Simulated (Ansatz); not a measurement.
C4H10Sn (SMILES C=[CH][SnH]([CH3])[CH3]), singlet, at a GFN2-xTB geometry (such geometries of metal compounds can be far from the true shape) (core potentials on Sn); R2SCAN/def2-SVP in Ansatz (a quantum-chemistry and plane-wave program).

Ansatz was given this input:
Ansatz 0.2 input:
```yaml
crystal:
  periodic: [false, false, false]
  atoms:
    - {symbol: Sn, position_ang: [-0.26998833, 0.03162076, -0.29436627]}
    - {symbol: C, position_ang: [-0.90225599, 2.06954907, 0.15965417]}
    - {symbol: C, position_ang: [-1.25030131, -1.38514190, 1.03943838]}
    - {symbol: C, position_ang: [1.87579364, -0.14992035, -0.17301633]}
    - {symbol: C, position_ang: [2.52118948, -0.82997469, 0.75463797]}
    - {symbol: H, position_ang: [-0.72053774, -0.30775771, -1.89598587]}
    - {symbol: H, position_ang: [-1.97727970, 2.16139704, 0.06130025]}
    - {symbol: H, position_ang: [-0.43328820, 2.77912678, -0.51122882]}
    - {symbol: H, position_ang: [-0.62459063, 2.32189553, 1.17692375]}
    - {symbol: H, position_ang: [-0.93209942, -2.39865092, 0.82652314]}
    - {symbol: H, position_ang: [-1.00514110, -1.15455619, 2.07033114]}
    - {symbol: H, position_ang: [-2.32611824, -1.33128124, 0.92339702]}
    - {symbol: H, position_ang: [2.44221531, 0.37427150, -0.92961412]}
    - {symbol: H, position_ang: [2.00963118, -1.37298063, 1.53243211]}
    - {symbol: H, position_ang: [3.60007046, -0.87957520, 0.77994943]}
basis:
  gaussian:
    orbitals: def2-SVP
hamiltonian:
  xc: r2scan
```

What the program printed (banner, timings and long lists left out):

```
Functional definition: r2SCAN
1503 factors; their error is unknown
mean field evaluation 1: about -10121.2825 eV, gradient 7.9e1 eV
mean field evaluation 2: about -10106.4312 eV, gradient 1.0e2 eV
mean field evaluation 4: about -10137.3805 eV, gradient 5.1e0 eV
mean field evaluation 8: about -10137.4626 eV, gradient 2.6e-1 eV
mean field evaluation 16: about -10137.4164 eV, gradient 1.7e-3 eV
mean field -10137.41641445 eV, -372.5431818434 hartree, gradient 9.4e-6 eV, S^2 0.000000; 0 other end points of the search recorded, 0 dependent functions left out
reference -10137.41642708 eV, -372.5431823075 hartree; 28, 28 occupied and 104, 104 virtual orbitals, 1503 factors
Total energy: -10137.41642708 eV, -372.5431823075 hartree
```
